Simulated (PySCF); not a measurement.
A search over the determinants of CaZn

Unrestricted PBE0; Ca pcseg-1, Zn pcseg-1; no relativity (PySCF 2.14). Outer shells of the fragments: Ca 4s2; Zn 3d10 4s2.

Followed along the bond (rough minima from three points):

```csv
2Ms+1,unpaired,⟨S²⟩ at the start,R at minimum (Å),Te (eV)
1,none,0.00,3.79,0.00
3,"σ ↑, π ↑",2.00,2.88,1.41
3,σ ↑↑,2.00,3.14,1.47
1,"σ ↓, π ↑",1.01,2.82,1.61
```

Solutions found at the starting distance of 2.780 Å, counted from the lowest of them; the search is not exhaustive and high or unbound solutions are not listed, so other states can lie among these:

```
2Ms+1  unpaired   term  E (eV)  ⟨S²⟩  ⟨Lz²⟩  μ (D)
    1      none    ¹Σ⁺    0.00  0.00   0.00   1.58
    3  σ ↑, π ↑     ³Π    0.94  2.00   1.00  -0.58
    1  σ ↓, π ↑  mixed    1.12  1.01   1.02   0.14
    3      σ ↑↑    ³Σ⁺    1.14  2.00   0.00  -2.97
    3  σ ↑, δ ↑     ³Δ    2.01  2.00   4.00   0.81
    1  σ ↑, δ ↓  mixed    2.29  1.00   4.00   0.81
    1      π ↑↓  mixed    3.03  1.00   2.01  -4.52
    1      none  mixed    3.56  0.00   2.00  -4.32
```

A term symbol is given only where ⟨S²⟩ and ⟨Lz²⟩ are close to those of a pure state; real π, δ and φ orbitals otherwise mix terms. A positive dipole means Ca(−)Zn(+).

**Question.** Compare the gap between the two lowest followed solutions at the starting distance with the gap between their minima.

**Answer.** At PBE0 the second solution (triplet, unpaired electrons σ ↑, π ↑) lies +0.94 eV from the first (singlet, closed shell) at 2.780 Å and +1.41 eV at the minima; the two curves relax by different amounts, since their minima lie near 2.88 and 3.79 Å.

Counting both spins, an empty level lies below a filled one in some of these solutions, because spin and occupation are held.
